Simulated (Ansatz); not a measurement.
C13H8OS⁻, that is thioxanthone with one electron more. The state is a doublet with charge -1. Geometry PBE-D4/def2-SVP, that of the neutral singlet; atoms count from 1.

| atom | x (Å) | y (Å) | z (Å) |
| --- | --- | --- | --- |
| O1 | 2.150 | 1.038 | -0.785 |
| C2 | 1.093 | 0.528 | -0.399 |
| C3 | 0.002 | 1.376 | 0.157 |
| C4 | 0.236 | 2.770 | 0.218 |
| C5 | -0.722 | 3.648 | 0.721 |
| C6 | -1.955 | 3.141 | 1.181 |
| C7 | -2.215 | 1.771 | 1.134 |
| C8 | -1.242 | 0.881 | 0.623 |
| S9 | -1.690 | -0.816 | 0.617 |
| C10 | -0.286 | -1.618 | -0.065 |
| C11 | -0.381 | -3.025 | -0.186 |
| C12 | 0.682 | -3.756 | -0.716 |
| C13 | 1.858 | -3.099 | -1.135 |
| C14 | 1.951 | -1.715 | -1.016 |
| C15 | 0.889 | -0.946 | -0.482 |
| H16 | 1.211 | 3.119 | -0.153 |
| H17 | -0.519 | 4.728 | 0.759 |
| H18 | -2.720 | 3.823 | 1.581 |
| H19 | -3.177 | 1.375 | 1.493 |
| H20 | -1.300 | -3.536 | 0.142 |
| H21 | 0.595 | -4.849 | -0.805 |
| H22 | 2.695 | -3.678 | -1.553 |
| H23 | 2.847 | -1.160 | -1.330 |

The highest occupied level of the charge -1 doublet lies above zero (up to 0.92 eV). By energy differences its removal costs 0.60 eV (vertical, to the charge 0 singlet, at PBE0-D4/def2-SVP); self-interaction error and the lack of diffuse functions both raise the level.

Q: Estimate the Mulliken populations from the PBE0/def2-SVP orbitals of Ansatz.

A: 
```
atom  charge (e)  spin (α − β)
  O1       -0.35          0.23
  C2        0.10          0.21
  C3       -0.07         -0.04
  C4       -0.05          0.19
  C5       -0.02         -0.10
  C6       -0.05          0.20
  C7       -0.04         -0.02
  C8       -0.08          0.07
  S9        0.03          0.02
 C10       -0.08          0.07
 C11       -0.04         -0.02
 C12       -0.05          0.20
 C13       -0.02         -0.10
 C14       -0.05          0.19
 C15       -0.07         -0.04
 H16        0.00         -0.01
 H17       -0.02          0.00
 H18       -0.03         -0.01
 H19       -0.02          0.00
 H20       -0.02          0.00
 H21       -0.03         -0.01
 H22       -0.02          0.00
 H23        0.00         -0.01
```
Mulliken values and Mayer orders depend strongly on the basis.

Q: Where does the spin sit?

A: Summed by element: O 0.23, C 0.79, S 0.02, H -0.03, of 1 unpaired in all. Largest on single atoms: O1 0.23, C2 0.21, C6 0.20.

Q: And the Mayer bond orders between bonded heavy atoms (over 0.3)?

A: O1–C2 1.91 (1.24 Å); C2–C3 1.06 (1.49 Å); C2–C15 1.06 (1.49 Å); C3–C4 1.32 (1.42 Å); C3–C8 1.33 (1.42 Å); C4–C5 1.39 (1.39 Å); C5–C6 1.34 (1.41 Å); C6–C7 1.36 (1.39 Å); C7–C8 1.41 (1.41 Å); C8–S9 0.99 (1.75 Å); S9–C10 0.99 (1.75 Å); C10–C11 1.41 (1.41 Å); C10–C15 1.33 (1.42 Å); C11–C12 1.36 (1.39 Å); C12–C13 1.34 (1.41 Å); C13–C14 1.39 (1.39 Å); C14–C15 1.32 (1.42 Å).
